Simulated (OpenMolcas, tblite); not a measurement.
A ladder of methods for GaGeH5 (SMILES [GaH2][GeH3])

GaGeH5 has 7 atoms, charge 0, and is taken as a singlet. SMILES: `[GaH2][GeH3]`. The shape is that of a PBE0-D4/def2-TZVP optimisation.

Quantity: the HOMO–LUMO gap, in eV. The values are calculated.

| level | kind | program | value (eV) |
| --- | --- | --- | --- |
| IPEA1-xTB | semi-empirical | tblite | 3.95 |
| HF/def2-SVPD | Hartree–Fock | OpenMolcas | 10.71 |
| SVWN5/def2-SVPD | LDA | OpenMolcas | 3.51 |
| revPBE/def2-SVPD | GGA | OpenMolcas | 3.72 |
| r2SCAN/def2-SVPD | meta-GGA | OpenMolcas | 4.17 |
| M06-2X/def2-SVPD | hybrid meta-GGA | OpenMolcas | 7.01 |
| B2PLYP/def2-SVPD | double hybrid | OpenMolcas | 7.38 |

All-electron rows without a relativistic Hamiltonian named are non-relativistic. The values span 3.51 to 10.71 eV. Orbital gaps aren't excitation energies, and those of double hybrids come from the SCF part alone; they tend to grow with the share of exact exchange.
